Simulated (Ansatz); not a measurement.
Start from `C[O][Zn][Cl]` and change one element to get `C[O][Cd][Cl]`.

Ansatz, PBE0-D4/def2-TZVP geometries, multiplicity 1. Each molecule was computed in one conformer, which needn't be the lowest.

Elements past krypton have def2 core potentials. Scalar relativity is left out up to krypton.

| property | `C[O][Zn][Cl]` |
| --- | --- |
| LUMO energy (PBE/def2-TZVPP) / eV | -2.21 |
| HOMO–LUMO gap (B3LYP/def2-TZVPP) / eV | 5.89 |
| size of the dipole moment (PBE/def2-TZVPP) / D | 1.48 |
| HOMO–LUMO gap (ωB97M-V/def2-TZVPP) / eV | 10.54 |
| HOMO energy (PBE0/def2-TZVPP) / eV | -7.73 |
| ideal-gas entropy at 298 K and 1 bar (rigid rotor, harmonic PBE0-D4/def2-TZVP) / J/(mol·K) | 335 |

Question: Give the same properties after the change, and the shifts. (An estimate is asked.)

Answer: Ansatz gave: 
```json
{"property": "LUMO energy (PBE/def2-TZVPP) / eV", "`C[O][Cd][Cl]`": "-2.69", "shift": "-0.48"}
{"property": "HOMO–LUMO gap (B3LYP/def2-TZVPP) / eV", "`C[O][Cd][Cl]`": "5.16", "shift": "-0.73"}
{"property": "size of the dipole moment (PBE/def2-TZVPP) / D", "`C[O][Cd][Cl]`": "1.63", "shift": "0.15"}
{"property": "HOMO–LUMO gap (ωB97M-V/def2-TZVPP) / eV", "`C[O][Cd][Cl]`": "9.85", "shift": "-0.69"}
{"property": "HOMO energy (PBE0/def2-TZVPP) / eV", "`C[O][Cd][Cl]`": "-7.50", "shift": "0.23"}
{"property": "ideal-gas entropy at 298 K and 1 bar (rigid rotor, harmonic PBE0-D4/def2-TZVP) / J/(mol·K)", "`C[O][Cd][Cl]`": "342", "shift": "7"}
```

With PBE0 the HOMO rises by 0.23 eV and the LUMO falls by 0.51 eV, so the gap narrows by about 0.74 eV. PBE moves the HOMO by 0.22 eV and ωB97M-V by 0.25 eV. Dipoles are sizes alone; their direction can turn.

B3LYP here is the variant with VWN-RPA as its local correlation; programs differ in this.
